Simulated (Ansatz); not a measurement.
Calculated with Ansatz (gas phase, PBE0-D4/def2-TZVP geometries, no zero-point term in ΔE). CBS: MP2 limit from def2 TZ/QZ plus the TZ coupled-cluster correction, frozen cores. Functionals use def2-TZVPP. Each species was taken in one conformer, which may not be the lowest.

`NC[SiH2]O` + `N[Si](O)(F)F` → `O[SiH2]N[Si](O)(F)F` + CH₃NH₂  (ligand exchange at the Si–C bond)

CCSD(T)/CBS gives -19.0 kcal/mol.

Question: Another level gave -18.4 kcal/mol. Which?
A. PBE/def2-TZVPP
B. r2SCAN/def2-TZVPP
C. SCS-MP2/def2-TZVPP
D. PBE0/def2-TZVPP

Answer: B. r2SCAN -18.4, PBE -16.2, SCS-MP2/def2-TZVPP -19.7, PBE0 -17.3 kcal/mol.

Largest T1 diagnostic among the species: 0.011.

In def2-TZVPP, CCSD(T) changes the Hartree–Fock value by +2.1 kcal/mol (the triples alone add +0.2 kcal/mol) and MP2 by +1.8 kcal/mol. From PBE to PBE0 (25 % exact exchange), in def2-TZVPP and without D4, ΔE moves by −1.0 kcal/mol. The D4 term adds −1.2 kcal/mol with B3LYP and −0.7 kcal/mol with PBE0; it sums over pairs of atoms, weighted by their polarisabilities, and B3LYP, whose exchange is more repulsive, gets the larger term.

B3LYP here is the variant with VWN-RPA as its local correlation; programs differ in this.
